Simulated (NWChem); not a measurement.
MgBrF; SMILES [F][Mg][Br]

Computed with NWChem. Geometry: optimised at PBE0/def2-SVP.

Diagonal of the polarisability tensor at PBE/def2-SVPD, static: 40.25, 54.55, 40.13 bohr³.

Task: Find the mean polarisability volume, the molar refraction, and the refractive index that an ideal gas of it would have at 273.15 K and 1 atm.

Result: 
1. Mean: one third of the trace = 44.98 bohr³ × 0.14818 Å³/bohr³ = 6.66 Å³.
2. Molar refraction (Lorentz-Lorenz): (4π/3) N_A α = 16.8 cm³/mol.
3. Number density p/kT = 2.687 × 10⁻⁵ Å⁻³; n − 1 = 2π N α = 11.25 × 10⁻⁴.
4. These hold the electronic response alone: vibrational and orientational terms add to the static dielectric constant.
